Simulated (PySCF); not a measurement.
## How methods differ on the excitation energy of Hf

Hf [Xe] 4f14 5d2 6s2 (3F) → Hf [Xe] 4f14 5d4 (5D), as a difference of total energies. Computed with PySCF 2.14 in ANO-RCC-VTZP (8s7p5d3f2g1h, 104 functions), with scalar relativity by spin-free X2C-1e. Correlated levels: valence and next inner shell: [Kr] 4d10 4f14 frozen. The calculations carry no spin-orbit coupling.

| method | excitation energy (eV) |
| --- | --- |
| UHF | 4.412 |
| MP2 (valence and next inner shell) | 4.746 |
| SCS-MP2 (valence and next inner shell) | 5.206 |
| CCSD (valence and next inner shell) | 4.846 |
| CCSD(T) (valence and next inner shell) | 4.907 |

Task: How much does correlation contribute at CCSD(T) (valence and next inner shell)?

Result: 4.907 − (4.412) = 0.495 eV, measured against UHF.

A first-order spin-orbit estimate (lowest level to lowest level, LS coupling) adds 0.150 eV.
